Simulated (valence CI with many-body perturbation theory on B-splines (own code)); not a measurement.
**Dy XXXV: calculated level list**

Level of theory: configuration interaction combined with many-body perturbation theory (CI+MBPT): four valence electrons over a frozen Dirac-Fock core [Ar] 3d10, radial functions for each j: 11 s, 11 p, 9 d, 7 f, 5 g, 2 h, 1 i, with the one-electron correlation potential Σ1 (screened to all orders), the two-electron term Σ2, the three-electron term Σ3, Breit, model QED; selected single and double excitations, second order for the rest (own B-spline code, finite nucleus).

No measured spectrum was set against this ion. As an estimate, large intervals hold to a few tenths of a per cent, small ones and those within an open d or f shell to about a per cent.

Levels 46 to 69 of 69, with energies above the lowest level, (4s^2 4p1/2^2) J=0. "Leading %" is the weight of the configuration and term that name the level; weights of strongly mixed levels are sums over their largest components and can fall short. In the jj column 3d3/2^4 stands for four electrons in 3d with j = 3/2.

```
No.  Configuration  Term  J  E (cm⁻¹)  Leading %      g   Second component                   Leading jj
 46      4s 4p2 4d    3D  2   2504400         28  1.438  26 % 4s 4p2 4d 5P  4s 4p1/2 4p3/2 4d3/2 (79 %)
 47      4s 4p2 4d    5P  1   2509500         47  1.990  21 % 4s 4p2 4d 3P  4s 4p1/2 4p3/2 4d3/2 (83 %)
 48      4s 4p2 4d    3D  1   2522800         33  0.871  23 % 4s 4p2 4d 1P  4s 4p1/2 4p3/2 4d3/2 (75 %)
 49      4s 4p2 4d    5D  3   2544800         32  1.258  28 % 4s 4p2 4d 3F  4s 4p1/2 4p3/2 4d5/2 (78 %)
 50      4s 4p2 4d    3P  2   2545700         36  1.370        13 % 4p4 3P  4s 4p1/2 4p3/2 4d5/2 (72 %)
 51      4s 4p2 4d    3D  1   2583900         64  0.844  11 % 4s 4p2 4d 3P  4s 4p1/2 4p3/2 4d3/2 (80 %)
 52      4s 4p2 4d    3F  4   2587300         20  1.186  16 % 4s 4p2 4d 3G  4s 4p1/2 4p3/2 4d5/2 (68 %)
 53      4s 4p2 4d    3D  3   2590200         40  1.285  17 % 4s 4p2 4d 3F  4s 4p1/2 4p3/2 4d5/2 (70 %)
 54      4s 4p2 4d    3F  2   2591600         31  0.912  14 % 4s2 4p 4f 3F  4s 4p1/2 4p3/2 4d3/2 (61 %)
 55      4s 4p2 4d    3D  3   2607100         43  1.189  33 % 4s 4p2 4d 3F  4s 4p1/2 4p3/2 4d5/2 (75 %)
 56      4s 4p2 4d    1G  4   2608900         42  1.096  27 % 4s 4p2 4d 3F  4s 4p1/2 4p3/2 4d5/2 (86 %)
 57      4s 4p2 4d    3P  0   2622600         87            6 % 4s2 4d2 3P  4s 4p1/2 4p3/2 4d3/2 (72 %)
 58      4s 4p2 4d    3D  1   2641000         69  0.688  10 % 4s 4p2 4d 1P  4s 4p1/2 4p3/2 4d5/2 (88 %)
 59      4s 4p2 4d    1F  3   2661900         29  1.022  17 % 4s 4p2 4d 3F  4s 4p1/2 4p3/2 4d5/2 (57 %)
 60      4s 4p2 4d    3P  1   2683300         40  1.426  29 % 4s 4p2 4d 3S  4s 4p1/2 4p3/2 4d5/2 (90 %)
 61      4s 4p2 4d    3D  2   2685000         30  1.112  12 % 4s 4p2 4d 3F  4s 4p1/2 4p3/2 4d5/2 (71 %)
 62      4s 4p2 4d    3P  0   2691800         46         38 % 4s 4p2 4d 1S  4s 4p1/2 4p3/2 4d5/2 (66 %)
 63      4s 4p2 4d    3D  2   2693500         43  1.143  11 % 4s 4p2 4d 3P  4s 4p1/2 4p3/2 4d5/2 (71 %)
 64            4p4    1D  2   2712900         22  1.100  21 % 4s 4p2 4d 1D  4s 4p1/2 4p3/2 4d5/2 (35 %)
 65      4s 4p2 4d    1P  1   2729100         36  1.218        31 % 4p4 3P  4s 4p1/2 4p3/2 4d5/2 (32 %)
 66      4s2 4p 4f    3G  3   2731200         44  0.862  20 % 4s 4p2 4d 3G      4s^2 4p1/2 4f5/2 (57 %)
 67      4s2 4p 4f    3G  4   2748400         30  1.090  26 % 4s2 4p 4f 1G      4s^2 4p1/2 4f7/2 (75 %)
 68      4s2 4p 4f    3F  2   2774800         25  0.898  14 % 4s2 4p 4f 1D      4s^2 4p1/2 4f5/2 (49 %)
 69      4s2 4p 4f    3D  3   2775700         32  1.187  16 % 4s2 4p 4f 1F      4s^2 4p1/2 4f7/2 (61 %)
```

Where two levels of one J and parity lie close, their mixing, g and order are uncertain.
